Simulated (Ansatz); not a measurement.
Reaction (hydrogenolysis of the Si–F bond): `CS[Si](F)(Cl)Cl` + H₂ → `CS[SiH](Cl)Cl` + H–F

Computed with Ansatz on PBE0-D4/def2-TZVP structures; ΔE is electronic, products minus reactants. CBS: MP2 limit from def2 TZ/QZ plus the TZ coupled-cluster correction, frozen cores. This one scheme is used for every species. DFT in def2-TZVPP. One conformer a species, not always the lowest.

```tsv
level	ΔE (kcal/mol)
LDA (SPW92)	27.9
BHLYP-D4	29.6
r2SCANh	30.3
CAM-B3LYP	29.5
```

Task: What does CCSD(T)/CBS give? (An estimate is asked.)

Result: Ansatz gave: +28.2 kcal/mol. The listed levels differ from it by -0.3, 1.4, 2.1, 1.3 kcal/mol.

Largest T1 diagnostic among the species: 0.010.

Leaving LDA and LC-ωPBE aside and taking each functional with its dispersion term where it has one, the values, not all of them listed here, spread over 4.3 kcal/mol, from HSE06-D4 to B97M-V. LDA lies +0.9 kcal/mol from PBE without D4. From r2SCAN to r2SCAN0 (25 % exact exchange), in def2-TZVPP and without D4, ΔE moves by −1.3 kcal/mol. The D4 term adds +0.9 kcal/mol with B3LYP and +0.5 kcal/mol with PBE0; it sums over pairs of atoms, weighted by their polarisabilities, and B3LYP, whose exchange is more repulsive, gets the larger term.

B3LYP here is the variant with VWN-RPA as its local correlation; programs differ in this.
